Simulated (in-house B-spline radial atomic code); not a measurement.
Results of a calculation; reference values are marked as such.
C6 from the polarisability at imaginary frequency: C III (C2+)

PBEsol linear response of the closed shell [He] 2s2, from an all-electron radial atomic-structure program (B-spline basis); scalar-relativistic (spin-free one-electron X2C), finite nucleus, no spin-orbit coupling.

The dispersion coefficient of two like species is C6 = (3/π) ∫ α(iu)² du from 0 to ∞.

| u (hartree) | α(iu) (bohr³) |
| --- | --- |
| 0 | 4.232 |
| 0.156 | 3.797 |
| 0.364 | 2.64 |
| 0.624 | 1.592 |
| 1.04 | 0.8301 |
| 1.56 | 0.4626 |
| 2.34 | 0.2486 |
| 3.64 | 0.1229 |
| 5.2 | 0.06902 |
| 7.79 | 0.03596 |
| 13 | 0.01574 |
| 26 | 0.004865 |

(1) Fit one oscillator, α(iu) = α(0)/(1 + u²/ω²), through u = 0.364 and estimate C6.

(2) How does that compare with the full integral?

Results:

(1) From α(0)/α(iu) − 1 = 4.232/2.64 − 1 = 0.6030, ω = u/√0.6030 = 0.4687 hartree (12.8 eV). London's formula gives C6 = (3/4) α(0)² ω = 0.75 × 4.232² × 0.4687 = 6.296 hartree·bohr⁶, and the oscillator holds f = α(0) ω² = 0.93 electrons, of a sum of oscillator strengths of 4.0.

(2) The program's quadrature over all excitations gives C6 = 6.536, so the single oscillator is off by -3.7 %. At the last point the fit gives α = 0.00138 against 0.00486: higher excitations, and deeper shells where there are any, keep the true curve higher at large u.
